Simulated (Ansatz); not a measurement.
A relaxation, step by step

SiNH4F3, singlet, PBE0-D4/def2-TZVP (Ansatz 0.2.0). Settings:

```yaml
hamiltonian: {xc: pbe0, dispersion: d4}
relax: {f_tol: 0.005, max_steps: 200}
```

Start, a step off a saddle point along its unstable mode:

```csv
atom,x (Å),y (Å),z (Å)
Si1,-0.6656,0.2261,-0.4219
N2,0.8505,-0.1485,0.6214
F3,-0.2180,0.3905,-1.9322
F4,-0.6570,1.8264,-0.0557
H5,-2.0073,-0.0580,0.0771
H6,0.6861,-1.0212,0.3439
F7,-0.4397,-1.5578,-0.5320
H8,0.7483,0.0466,1.6108
H9,1.7028,0.2958,0.2886
```

```
               step  energy less the last (meV)  largest force component (eV/Å)
                  1                      1211.9                           6.226
                  2                       763.9                           1.166
                  3                       538.1                           0.571
                  4                       390.9                           1.355
 5 (rejected trial)                       421.0                           1.345
                  6                       335.5                           0.330
                  7                       318.5                           0.128
                  8                       289.1                           0.239
                  9                       265.6                           0.582
                 10                       227.8                           0.923
                 11                        98.3                           0.736
                 12                        29.0                           0.619
                 13                         3.0                           0.169
                 14                         0.6                           0.026
15 (rejected trial)                         0.6                           0.104
                 16                         0.2                           0.008
                 17                         0.1                           0.048
                 18                         0.0                           0.012
                 19                         0.0                           0.016
                 20                         0.0                           0.001
```

Step 2, positions (Å) and forces (eV/Å):

```tsv
atom	x	y	z	Fx	Fy	Fz
Si1	-0.677	0.204	-0.431	-0.319	-0.638	-0.158
N2	0.860	-0.125	0.631	-0.074	1.166	0.163
F3	-0.230	0.395	-1.943	0.021	0.085	-0.232
F4	-0.630	1.793	-0.032	0.067	-0.069	0.069
H5	-2.041	-0.023	0.063	-0.084	0.059	-0.038
H6	0.750	-1.096	0.368	0.917	-1.070	0.412
F7	-0.478	-1.568	-0.566	-0.470	0.772	-0.143
H8	0.751	0.080	1.617	-0.053	-0.159	0.029
H9	1.696	0.340	0.294	-0.005	-0.145	-0.103
```

Step 9, positions (Å) and forces (eV/Å):

| atom | x | y | z | Fx | Fy | Fz |
| --- | --- | --- | --- | --- | --- | --- |
| Si1 | -0.820 | 0.094 | -0.389 | -0.192 | 0.147 | -0.479 |
| N2 | 0.951 | -0.174 | 0.542 | -0.046 | 0.431 | 0.199 |
| F3 | -0.061 | 0.361 | -1.780 | -0.210 | -0.028 | 0.026 |
| F4 | -0.669 | 1.552 | 0.374 | -0.178 | -0.363 | 0.080 |
| H5 | -2.317 | 0.236 | -0.540 | 0.582 | -0.062 | 0.021 |
| H6 | 1.330 | -1.105 | 0.472 | 0.061 | -0.283 | -0.083 |
| F7 | -0.880 | -1.546 | -0.302 | -0.052 | 0.330 | 0.255 |
| H8 | 0.883 | 0.093 | 1.520 | 0.032 | -0.081 | -0.029 |
| H9 | 1.583 | 0.491 | 0.103 | 0.004 | -0.092 | 0.010 |

Step 19, positions (Å) and forces (eV/Å):

| atom | x | y | z | Fx | Fy | Fz |
| --- | --- | --- | --- | --- | --- | --- |
| Si1 | -0.879 | 0.117 | -0.395 | -0.016 | 0.003 | -0.007 |
| N2 | 1.034 | -0.137 | 0.464 | -0.008 | 0.001 | -0.004 |
| F3 | -0.006 | 0.181 | -1.747 | 0.005 | -0.001 | 0.003 |
| F4 | -0.881 | 1.410 | 0.565 | 0.005 | -0.001 | 0.002 |
| H5 | -2.218 | 0.294 | -0.996 | 0.005 | -0.001 | 0.002 |
| H6 | 1.482 | -0.968 | 0.095 | 0.002 | -0.001 | 0.000 |
| F7 | -1.117 | -1.326 | 0.282 | 0.006 | 0.000 | 0.002 |
| H8 | 0.962 | -0.233 | 1.471 | 0.000 | 0.000 | 0.001 |
| H9 | 1.624 | 0.662 | 0.260 | 0.000 | 0.000 | 0.000 |

Last step (20):

```
atom    x (Å)    y (Å)    z (Å)
 Si1  -0.8794   0.1166  -0.3948
  N2   1.0335  -0.1371   0.4640
  F3  -0.0061   0.1807  -1.7467
  F4  -0.8806   1.4105   0.5646
  H5  -2.2180   0.2941  -0.9957
  H6   1.4822  -0.9676   0.0943
  F7  -1.1168  -1.3254   0.2824
  H8   0.9617  -0.2339   1.4707
  H9   1.6235   0.6620   0.2612
```

The run took about 52 s on 4 CPU threads of an Intel Xeon Platinum 8488C (shared host).
